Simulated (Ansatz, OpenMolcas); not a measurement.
The same job for Ansatz

This OpenMolcas 26.06 job computes SnH4 (SMILES [SnH4]):

mol.xyz:
```
5

Sn     0.000030     0.000010     0.000040
H      0.823920    -0.853480     1.222940
H     -1.563610     0.403420     0.543140
H     -0.116810    -0.974610    -1.392490
H      0.856470     1.424640    -0.373640
```

job.inp:
```
&GATEWAY
 BasLib=$CurrDir
 Coord=mol.xyz
 Basis=def2-SVPD
 Group=NoSym

&SEWARD

&SCF
 Thresholds=1e-10 1e-07 1e-07 1e-05
 PrOrbitals=0

&ALASKA
```

```bash
$ export MOLCAS_MEM=1860
$ pymolcas job.inp > job.log
```

(Basis files named in the input come from the Basis Set Exchange and aren't shown.)

The shape is that of a PBE0-D4/def2-TZVP optimisation.

It gives a total energy of -215.633362 Eh.

Q: How is this level of theory, on these atoms, set up in Ansatz 0.2.0 as an input file of the program's own, asking for the energy?

A: One way, which was run:

job.yaml:
```yaml
basis:
  gaussian: {orbitals: def2-SVPD}
crystal:
  periodic: [false, false, false]
  atoms:
    - {symbol: Sn, position_ang: [0.000030, 0.000010, 0.000040]}
    - {symbol: H, position_ang: [0.823920, -0.853480, 1.222940]}
    - {symbol: H, position_ang: [-1.563610, 0.403420, 0.543140]}
    - {symbol: H, position_ang: [-0.116810, -0.974610, -1.392490]}
    - {symbol: H, position_ang: [0.856470, 1.424640, -0.373640]}
hamiltonian: {xc: hf}
accuracy: high
output: {orbitals: {seedname: orbitals}}
```

```bash
$ ansatz run job.yaml --threads 1 --pin off --max-ram 3480MiB --events-out events.jsonl --progress --plain --runs-dir runs
```

Its energy is -215.633362 Eh, 0.000 mEh from the first.
